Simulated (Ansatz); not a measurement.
Basis-set series for CH₅F₂NZr (`[CH3][Zr]([NH2])([F])[F]`). Charge 0, multiplicity 1. Zr takes the def2 core potential. Geometry: relaxed with PBE0-D4/def2-TZVP. It is one conformer, not always the lowest.

| functional | basis | functions | energy (Eh) | HOMO (eV) | LUMO (eV) |
| --- | --- | --- | --- | --- | --- |
| PBE0-D4 | def2-SVP | 112 | -342.27643 | -7.59 | -0.70 |
| PBE0-D4 | def2-QZVPP | 459 | -342.66689 | -7.68 | -0.79 |
| ωB97M-V | def2-SVP | 112 | -342.39797 | -9.88 | 0.81 |
| ωB97M-V | def2-QZVPP | 459 | -342.79862 | -9.98 | 0.38 |

(1) Give the rows for def2-TZVPP. (Best estimate.)

Results:

(1) Ansatz gave: 
```
functional       basis  functions  energy (Eh)  HOMO (eV)  LUMO (eV)
   PBE0-D4  def2-TZVPP        250   -342.64706      -7.67      -0.79
   ωB97M-V  def2-TZVPP        250   -342.77992      -9.97       0.59
```

Positive LUMOs are unbound and depend on the basis.
